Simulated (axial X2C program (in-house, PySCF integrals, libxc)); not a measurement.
# Spin–orbit effects along a row: molecules with Se (ions), CCSD(T)

All values come from calculations with an axial X2C code built on PySCF integrals, spin-free (one-electron X2C) or two-component (2c: spin–orbit coupling with atomic mean-field Coulomb and Gaunt terms, which also bring small scalar terms), in Dyall basis sets with cores contracted in-house; open shells are unrestricted.

Basis sets: B dyall-av3z, Be dyall-av3z, C dyall-av3z, F dyall-av3z, Li dyall-av3z, Se dyall-acv3z. Frozen shells (counts by l): LiSe⁻ Se 3s2p1d, Li 1s, 8 electrons correlated; BeSe⁻ Se 3s2p1d, Be 1s, 9 electrons correlated; BSe⁻ Se 3s2p1d, B 1s, 10 electrons correlated; CSe⁻ Se 3s2p1d, C 1s, 11 electrons correlated; SeF⁻ Se 3s2p1d, F 1s, 14 electrons correlated. Coupled cluster in natural virtuals with an MP2 remainder. Where the outer core of a metal is frozen, bonds come out longer and ionisation energies lower. Frozen cores can differ along the series, which adds to the trend.

| molecule | spin-free state | Re (Å) | ωe (cm⁻¹) | De (eV) | 2c state | Re 2c (Å) | ωe 2c (cm⁻¹) | De 2c (eV) |
| --- | --- | --- | --- | --- | --- | --- | --- | --- |
| LiSe⁻ | M_S = 0, Λ = 0 | 2.213 | 545.9 | 2.18 | Ω = 0 | 2.214 | 543.4 | 2.10 |
| BeSe⁻ | M_S = 1/2, Λ = 0 | 1.950 | 750.5 | 3.01 | Ω = 1/2 | 1.951 | 749.6 | 2.92 |
| BSe⁻ | M_S = 0, Λ = 0 | 1.838 | 803.8 | 5.13 | Ω = 0 | 1.839 | 802.8 | 5.04 |
| CSe⁻ | M_S = 1/2, Λ = 1 | 1.784 | 809.6 | 4.40 | Ω = 1/2 | 1.785 | 809.4 | 4.34 |
| SeF⁻ | M_S = 0, Λ = 0 | 1.856 | 540.7 | n/a | Ω = 0 | 1.858 | 536.5 | n/a |

Q: Work out the shifts from the spin-free to the two-component result.

A: 

```tsv
molecule	2c state	ΔRe (Å)	Δωe (cm⁻¹)	ΔDe (eV)
LiSe⁻	Ω = 0	0.001	noise	-0.08
BeSe⁻	Ω = 1/2	0.001	noise	-0.09
BSe⁻	Ω = 0	0.001	noise	-0.09
CSe⁻	Ω = 1/2	0.001	-0.2	-0.06
SeF⁻	Ω = 0	0.002	noise	n/a
```

Shifts of one unit in the last digit are rounding. Where the truncated virtual spaces of the two runs make Δωe unreliable it is marked noise.

Fragments in 2c: Se- + Li, Se- + Be, Se- + B, Se- + C, Se + F-. Each entry is the lowest single determinant of a limited PBE0 search at one distance. De goes to single-determinant-based atoms at the same level (for ions the charge split of lowest energy) and is withheld (n/a) where an atom does not fit its ground term or J level. Main or longest-lived isotopes. Some light 2c atoms are not at their ground J level, so De misses part of their lowering (0.04 eV or less).
